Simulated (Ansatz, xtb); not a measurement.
# Two isomers of C2H7FSSi

We compare I, `CSC[SiH2]F`, a singlet, with II, `FCC[SiH2]S`, a singlet. Both are isolated molecules in the gas phase, relaxed with B3LYP/def2-SVP; each stands in its lowest conformer found.

**Question.** Which of the two would you expect CCSD(T)/def2-SVP + ΔMP2/def2-TZVPP electronic energies to favour?

**Answer.** Structure I; the calculation gives E(II) − E(I) = +101.8 kJ/mol.

Level by level:

| level | geometry | E(II) − E(I) (kJ/mol) | departure from the last row (kJ/mol) | job, with rough time for the two |
| --- | --- | --- | --- | --- |
| GFN2-xTB | GFN2-xTB | +76.5 | −25.4 | optimisation, 0.27 s |
| HF/STO-3G | GFN2-xTB | +9.5 | −92.4 | single point, 0.53 s |
| r2SCAN-D4/def2-SVP | GFN2-xTB | +68.6 | −33.3 | single point, 3.3 s |
| B3LYP/def2-SVP | B3LYP/def2-SVP | +75.5 | −26.4 | optimisation, 73 s |
| HF/def2-SVP | B3LYP/def2-SVP | +67.5 | −34.3 | part of the CCSD(T) run |
| MP2/def2-SVP | B3LYP/def2-SVP | +85.1 | −16.7 | part of the CCSD(T) run |
| CCSD(T)/def2-SVP | B3LYP/def2-SVP | +76.4 | −25.4 | single point |
| CCSD(T)/def2-SVP + ΔMP2/def2-TZVPP | B3LYP/def2-SVP | +101.8 |  | single point, 37 s |

As drawn, II has 1 C–F, 1 C–C, 1 S–Si, 1 S–H in place of 2 C–S, 1 F–Si, 1 C–H.

The levels shown agree on the order. The largest departure from CCSD(T)/def2-SVP + ΔMP2/def2-TZVPP is that of HF/STO-3G, 92.4 kJ/mol. The last row adds to CCSD(T) the change of the MP2 difference between the two basis sets, here +25.4 kJ/mol, a large step that makes the value less sure.

With thermal terms from frequencies at re-optimised GFN2-xTB minima (ideal gas, soft modes damped towards free rotors, one conformer each, 298.15 K, 1 atm): the zero-point term adds −2.9 kJ/mol; ΔH is +98.3 and ΔG +99.7 kJ/mol.

The correlated steps freeze 13 core orbitals. Programs: Ansatz 0.2.0, xtb 6.7.1; the last row on 2 threads of Intel(R) Xeon(R) Processor @ 2.70GHz on a shared host.
